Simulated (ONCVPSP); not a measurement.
Ranking ONCV potentials for Ir (Z = 77)

All share these settings but for the change named:

Ir (Z = 77), optimised norm-conserving Vanderbilt (ONCV), made with ONCVPSP 4.0.1 (PBE, scalar-relativistic). Core [Kr] 4d10 4f14, reference 5s2 5p6 5d7.5 6s1.5. Waves: 5s+6s: rc 1.60 bohr, ncon 4, nbas 8, qcut 7.8 1/bohr, 2 projectors; 5p: rc 1.55 bohr, ncon 3, nbas 7, qcut 8 1/bohr, 1 projector; 5d: rc 2.35 bohr, ncon 4, nbas 8, qcut 6.2 1/bohr, 2 projectors, debl 3.1 Ha. Local part: polynomial inside 1.40 bohr (lpopt 4, dvloc0 3 Ha). Core correction: Teter function, fcfact 5, rcfact 1.25.

Test errors are all-electron minus pseudo excitation energies from the reference, over 5s2 5p6 5d7 6s2; 5s2 5p6 5d7 6s1; 5s2 5p6 5d7 6s0; 5s2 5p6 5d6 6s0. None of these files shows a bound ghost.

The base gives 9.7 meV.

Of 12 variants that were run, those that failed, showed a ghost or another fault, or gave nearly equal values are left out.

A variant can come out equal or close to the base, since the largest error may sit in a test that the change hardly touches while other tests move.

Rank these variants by their largest absolute test error, smallest first.
A. d: qcut 9.1
B. d: qcut 7.9
C. core correction Teter function, fcfact 4, rcfact 1.3
D. s: qcut 5.7; p: qcut 5.8; d: qcut 4.5

A (8.6 meV), C (9.9 meV), B (15.5 meV), D (19.3 meV).
